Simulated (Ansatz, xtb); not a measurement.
# Relaxing a trial structure of Cl2GeH4Si

The starting geometry of this gas-phase singlet has its atoms placed at random.

```xyz
8

Cl    0.8470   -0.7796   -2.1260
Cl   -2.0707    0.8912    0.7423
Ge   -0.7754    0.7322   -1.0245
Si   -0.3800   -0.0605    1.1789
H     0.1658   -1.6068    0.1146
H     0.2319    1.2600    0.5239
H     1.5758   -1.4181   -0.7019
H     0.6996    1.3405   -1.5455
```

Guess where an optimisation with r2SCAN-D4/def2-SVP ends from this start.

It loosens into ClGeH3Si + ClH, which stay close as a complex. Distances that change by over a tenth: Cl2–Ge3 (2.20 → 2.48 Å), Cl2–Si4 (1.99 → 2.28 Å), Ge3–Si4 (2.37 → 2.90 Å). Contacts that open: Cl1–Ge3 (2.48 → 3.12 Å). Contacts that close: Cl1–H7 (1.72 → 1.29 Å), Ge3–H6 (1.92 → 1.80 Å), Si4–H5 (1.95 → 1.53 Å).

The energy falls by 6.25 eV over 19 steps:

```
step  E − E(last) (eV)
   1             6.248
   3             1.448
   5             0.622
   7             0.352
   9             0.122
  11             0.052
  13             0.020
  15             0.008
  17             0.003
  19             0.000
```

Final geometry (Å):

```xyz
8

Cl    2.1539   -0.6358   -2.2168
Cl   -2.0621    1.3582    0.5808
Ge   -0.6208    0.3207   -1.1441
Si   -0.4122    0.3032    1.7470
H    -1.0484   -1.0671    1.5116
H     0.4071    0.2161    0.3291
H     1.7495   -1.8530   -2.3415
H     0.1270    1.7167   -1.3043
```

From the same start GFN2-xTB ends elsewhere, in pieces: ClGeH3Si + ClH.

From so rough a start the end depends on the optimiser's path, so another program may land elsewhere. No frequencies were run, so the end isn't proven a minimum. Run with Ansatz 0.2.0, 58 s on 2 threads of Arm Neoverse V2, with other jobs on the host.
